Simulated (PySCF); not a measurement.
## Dipole response of Pt²⁺ (platinum, charge +2)

[Xe] 4f14 5d8, high-spin 3F determinant. Computed with PySCF 2.14 in x2c-TZVPPall with one added diffuse shell each of s, p, d, f type (12s8p8d4f1g, 113 functions), with the spin-free X2C one-electron Hamiltonian (Gaussian nucleus). Coupled (time-dependent) response in atomic units; α is the mean over directions.

```tsv
method	mean α (bohr³)	C₆ (like pair)	S(−4)
UHF	8.716	56.07	16.18
```

S(−4) is the Cauchy moment in α(ω) = α(0) + S(−4) ω² + …

Spin-orbit coupling is absent.

α(iu) at UHF:

```
u (hartree)  α(iu) (bohr³)
          0          8.716
     0.0500          8.676
      0.100          8.560
      0.200          8.144
      0.300          7.584
      0.500          6.402
      0.750          5.158
       1.00          4.212
       1.50          2.932
       2.00          2.140
       3.00          1.267
       5.00         0.5837
```

For an ion, C₆ is the dispersion term alone; charge-induced terms of lower order in 1/R come first.

Spin-orbit coupling, absent here, splits the open shell strongly.
